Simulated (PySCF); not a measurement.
r2SCAN on Se (selenium, neutral), [Ar] 3d10 4s1 4p4 4d1, one real determinant (an excited configuration). Computed with PySCF 2.14 in dyall-av2z (16s12p8d, 92 functions), with no relativity, point nucleus.

```
cycle= 1 E= -2400.79657389284  delta_E= -0.0158  |g|= 0.0577  |ddm|= 0.129
cycle= 2 E= -2400.79666110902  delta_E= -8.72e-05  |g|= 0.0587  |ddm|= 0.0263
cycle= 3 E= -2400.79688389181  delta_E= -0.000223  |g|= 0.0029  |ddm|= 0.00899
cycle= 4 E= -2400.7968866804  delta_E= -2.79e-06  |g|= 0.000824  |ddm|= 0.00357
cycle= 5 E= -2400.79688704206  delta_E= -3.62e-07  |g|= 0.000279  |ddm|= 0.0014
cycle= 6 E= -2400.79688709329  delta_E= -5.12e-08  |g|= 4.12e-05  |ddm|= 0.000456
cycle= 7 E= -2400.79688709517  delta_E= -1.89e-09  |g|= 3.09e-06  |ddm|= 0.000121
cycle= 8 E= -2400.79688709519  delta_E= -1.82e-11  |g|= 4.1e-07  |ddm|= 1.23e-05
converged SCF energy = -2400.79688709519  <S^2> = 6.0064538  2S+1 = 5.0025809
```

Highest occupied orbital energy: 1.875 eV; ⟨L²⟩ = 8.00; populations by l: s 7.00, p 16.00, d 11.00.

(1) Can this result be used?

Answers

(1) Not for this state. The calculation finished and met its thresholds. ⟨L²⟩ = 8.00 against 12 for a pure F term, so this real determinant mixes terms. The outer electron is Rydberg-like, and this basis confines it to a smaller radius and binds it less than a complete one would. At r2SCAN the highest occupied level has a positive energy, so only the finite basis holds that electron; for this excited configuration the basis is too tight for the outer shell.
